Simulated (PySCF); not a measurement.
**Static response to an electric field**

Species: C4H5F2PSi.
Geometry (GFN2-xTB, Å), atoms numbered from 1 in this order:
```xyz
13
C4H5F2PSi angstrom
F     -0.054   -2.216   -0.471
C      0.517   -1.005   -0.367
C      1.835   -0.797   -0.528
P      2.204    0.965   -0.450
C      0.464    1.228    0.033
F      0.011    2.454    0.326
C     -0.312    0.129   -0.035
Si    -2.166   -0.017    0.293
H      2.552   -1.555   -0.790
H      2.698    0.987    0.858
H     -2.315   -0.863    1.478
H     -2.677    1.330    0.521
H     -2.763   -0.640   -0.887
```

Level: wB97X-D/def2-SVPD (PySCF), static field, nuclei fixed, core orbitals frozen in the response. The polarisability tensor in these axes (au):

```
x   121.20   9.32  -6.74
y     9.32  95.66   3.36
z    -6.74   3.36  70.61
```

Problem. Diagonalise the tensor; give its mean and Δα, where Δα² is half the sum of the squared differences of the eigenvalues.

Solution. Principal values 68.91, 93.78 and 124.78 au; mean 95.83 au = 14.20 Å³ = 15.80 × 10⁻⁴⁰ C²·m²/J; Δα = 48.48 au (51 % of the mean).

Problem. What is the dipole moment, and where does it point?

Solution. (0.62, -0.12, 0.44) D, 0.77 D in size, pointing from the negative to the positive side. Measured along this direction, the outermost atoms are H13 at the negative end and H10 at the positive end.

Problem. Directions of the eigenvectors, and the extent of the frame along each?

Solution. Largest value along (0.95, 0.29, -0.10), where the nuclei span 5.49 Å; middle along (-0.27, 0.94, 0.21), 4.68 Å; least along (0.16, -0.18, 0.97), 2.41 Å. The response follows the extents in order.

Problem. Orientational against electronic polarisability at 350 K (dilute gas, rigid molecules)?

Solution. In Gaussian units μ²/3kT = 4.09 Å³ against 14.20 Å³, a ratio of 0.29; the Debye molar polarisation (4π/3)N_A(α + μ²/3kT) is 46.1 cm³/mol, leaving out the vibrational part.

Problem. What depolarisation ratio follows for Rayleigh scattering of linearly polarised light, taking the static tensor?

Solution. ρ = 3Δα²/(45ᾱ² + 4Δα²) = 7051.0/(413213 + 9401.3) = 0.0167.

Isolated species at its GFN2-xTB geometry, gas phase.
